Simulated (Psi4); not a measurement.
Cl₃Pb, charge -1, singlet, at a GFN2-xTB geometry (such geometries of metal compounds can be far from the true shape) (core potentials on Pb) (a gas-phase anion, which may not be bound at this level); Psi4 with PBE0/def2-SVP.

Here is a job for Psi4.
```
memory 2 GB

molecule {
-1 1
Pb   -0.00361800    0.00715892    0.42408556
Cl    2.27112670   -0.56342976   -0.65322014
Cl   -0.64852821    2.22612561   -0.72521865
Cl   -1.60514694   -1.69722710   -0.66715038
}

set {
  basis def2-svp
}

energy('pbe0')
print_variables()
```

It wrote (shortened):

```
   => Loading Basis Set <=

    Name: DEF2-SVP
    Role: ORBITAL
    Keyword: BASIS

    !!!  WARNING: ECP capability is in beta. Please check occupations closely.  !!!

         ---------------------------------------------------------
                                   SCF
               by Justin Turney, Rob Parrish, Andy Simmonett
                          and Daniel G. A. Smith
                              RKS Reference
         ---------------------------------------------------------

  ==> Geometry <==

    Molecular point group: c1
    Full point group: C1

    Geometry (in Angstrom), charge = -1, multiplicity = 1:

       Center              X                  Y                   Z               Mass
    ------------   -----------------  -----------------  -----------------  -----------------
         PB          -0.003163521003     0.006259638692     0.370813322159   207.976652500000
         CL           2.271581178997    -0.564329041308    -0.706492377841    34.968852682000
         CL          -0.648073731003     2.225226328692    -0.778490887841    34.968852682000
         CL          -1.604692461003    -1.698126381308    -0.720422617841    34.968852682000

  Running in c1 symmetry.

  Rotational constants: A =      0.04550  B =      0.04550  C =      0.02955 [cm^-1]
  Rotational constants: A =   1363.99585  B =   1363.99584  C =    886.03368 [MHz]
  Nuclear repulsion =  343.657363116757494

  Charge       = -1
  Multiplicity = 1
  Electrons    = 74
  Nalpha       = 37
  Nbeta        = 37

  ==> Algorithm <==

  SCF Algorithm Type is DF.
  DIIS enabled.
  MOM disabled.
  Fractional occupation disabled.
  Guess Type is SAD.
  Energy threshold   = 1.00e-06
  Density threshold  = 1.00e-06
  Integral threshold = 1.00e-12

  ==> Primary Basis <==

  Basis Set: DEF2-SVP
    Blend: DEF2-SVP
    Number of shells: 34
    Number of basis functions: 80
    Number of Cartesian functions: 85
    Spherical Harmonics?: true
    Max angular momentum: 2

  Core potential: DEF2-SVP
    Number of shells: 4
    Number of ECP primitives: 18
    Number of ECP core electrons: 60
    Max angular momentum: 3

  ==> DFT Potential <==

   => LibXC <=

    Version 7.1.2
    S. Lehtola, C. Steigemann, M. J. T. Oliveira, and M. A. L. Marques,  SoftwareX 7, 1–5 (2018) (10.1016/j.softx.2017.11.002)

   => Composite Functional: PBE0 <=

    PBE0 Hyb-GGA Exchange-Correlation Functional

    C. Adamo and V. Barone,  J. Chem. Phys. 110, 6158 (1999) (10.1063/1.478522)
    M. Ernzerhof and G. E. Scuseria,  J. Chem. Phys. 110, 5029 (1999) (10.1063/1.478401)

    Deriv               =              1
    GGA                 =           TRUE
    Meta                =          FALSE

    Exchange Hybrid     =           TRUE
    MP2 Hybrid          =          FALSE

   => Exchange Functionals <=

    0.7500   Perdew, Burke & Ernzerhof

   => Exact (HF) Exchange <=

    0.2500               HF

   => Correlation Functionals <=

    1.0000   Perdew, Burke & Ernzerhof

   => LibXC Density Thresholds  <==

    XC_HYB_GGA_XC_PBEH:  1.00E-15

   => Molecular Quadrature <=

    Radial Scheme          =       TREUTLER
    Pruning Scheme         =           NONE
    Nuclear Scheme         =       TREUTLER

    Blocking Scheme        =         OCTREE
    BS radius alpha        =              1
    Pruning alpha          =              1
    Radial Points          =             75
    Spherical Points       =            302
    Total Points           =          84659
    Total Blocks           =            761
    Max Points             =            256
    Max Functions          =             73
    Weights Tolerance      =       1.00E-15

   => Loading Basis Set <=

    Name: (DEF2-SVP AUX)
    Role: JKFIT
    Keyword: DF_BASIS_SCF

  ==> Integral Setup <==

  SCF_SUBTYPE=INCORE selected. In-core MEM_DF algorithm will be used.
  Using in-core AOs.

  ==> MemDFJK: Density-Fitted J/K Matrices <==

    J tasked:                   Yes
    K tasked:                   Yes
    wK tasked:                   No
    Algorithm:                 Core
    Schwarz Cutoff:           1E-12
    Mask sparsity (%):       8.7500
    Fitting Condition:        1E-10

   => Auxiliary Basis Set <=

  Basis Set: (DEF2-SVP AUX)
    Blend: DEF2-UNIVERSAL-JKFIT
    Number of shells: 167
    Number of basis functions: 635
    Number of Cartesian functions: 826
    Spherical Harmonics?: true
    Max angular momentum: 6

  Minimum eigenvalue in the overlap matrix is 2.9478209696E-02.
  Reciprocal condition number of the overlap matrix is 9.3965820538E-03.
    Using symmetric orthogonalization.

  ==> Pre-Iterations <==

  SCF Guess: Superposition of Atomic Densities via on-the-fly atomic UHF (no occupation information).

   -------------------------
    Irrep   Nso     Nmo
   -------------------------
     A         80      80
   -------------------------
    Total      80      80
   -------------------------

  ==> Iterations <==

                           Total Energy        Delta E     RMS |[F,P]|

   @DF-RKS iter SAD: -1571.09870702588114   -1.57110e+03   0.00000e+00
   @DF-RKS iter   1: -1572.71851537160410   -1.61981e+00   5.75728e-03 ADIIS/DIIS
   @DF-RKS iter   2: -1572.77260243372530   -5.40871e-02   4.27487e-03 ADIIS/DIIS
   @DF-RKS iter   3: -1572.83026732963708   -5.76649e-02   5.77434e-04 ADIIS/DIIS
   @DF-RKS iter   4: -1572.83172037302484   -1.45304e-03   1.44289e-04 ADIIS/DIIS
   @DF-RKS iter   5: -1572.83179533667840   -7.49637e-05   3.33489e-05 DIIS
   @DF-RKS iter   6: -1572.83179956828894   -4.23161e-06   4.97081e-06 DIIS
   @DF-RKS iter   7: -1572.83179968934883   -1.21060e-07   9.58541e-07 DIIS
  Energy and wave function converged.

  ==> Post-Iterations <==

   Electrons on quadrature grid:
      Ntotal   =   73.9999918474 ; deviation = -8.153e-06

    Orbital Energies [Eh]
    ---------------------

    Doubly Occupied:

[...]
      37A     -0.094116

    Virtual:

[...]
      80A     56.290366

    Final Occupation by Irrep:
              A
    DOCC [    37 ]
    NA   [    37 ]
    NB   [    37 ]

  @DF-RKS Final Energy: -1572.83179968934883

   => Energetics <=

    Nuclear Repulsion Energy =            343.6573631167574945
    One-Electron Energy =               -2943.8151682504258133
    Two-Electron Energy =                1103.5489872508712779
    DFT Exchange-Correlation Energy =     -76.2229818065518998
    Empirical Dispersion Energy =           0.0000000000000000
    VV10 Nonlocal Energy =                  0.0000000000000000
    Total Energy =                      -1572.8317996893488271

Computation Completed

Properties will be evaluated at   0.000000,   0.000000,   0.000000 [a0]

Properties computed using the SCF density matrix

 Multipole Moments:

 ------------------------------------------------------------------------------------
     Multipole            Electronic (a.u.)      Nuclear  (a.u.)        Total (a.u.)
 ------------------------------------------------------------------------------------

 L = 1.  Multiply by 2.5417464519 to convert [e a0] to [Debye]
 Dipole X            :         -0.4896603            0.4729178           -0.0167425
 Dipole Y            :          0.9686389           -0.9357594            0.0328796
 Dipole Z            :         57.3859996          -55.4332393            1.9527604
 Magnitude           :                                                    1.9531089

 ------------------------------------------------------------------------------------

  Variable Map:
  ----------------------------------------------------------------------------
[...]
  Array Variable Map:
  ----------------------------------------------------------------------------
[...]
[...]
```
